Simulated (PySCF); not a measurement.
A structure optimised at B3LYP-D3(BJ)/def2-SVP, used in a PySCF frequency run:

```xyz
10

B      0.0000     0.0000     0.0683
F      0.0000     0.0000     1.4087
C      1.3901    -0.0093    -0.6606
H      1.6732     1.0452    -0.8471
H      1.3560    -0.4985    -1.6467
H      2.1930    -0.4539    -0.0524
C     -1.3901     0.0093    -0.6606
H     -1.3560     0.4985    -1.6467
H     -2.1930     0.4539    -0.0524
H     -1.6732    -1.0452    -0.8471
```
Charge 0, spin multiplicity 1.

Task: Write its SMILES, formula and point group.

Result: CB(C)F, C2H6BF, C2

Task: What are its rotational constants (standard atomic weights)?

Result: 8.7788, 7.3683, 4.2144 GHz
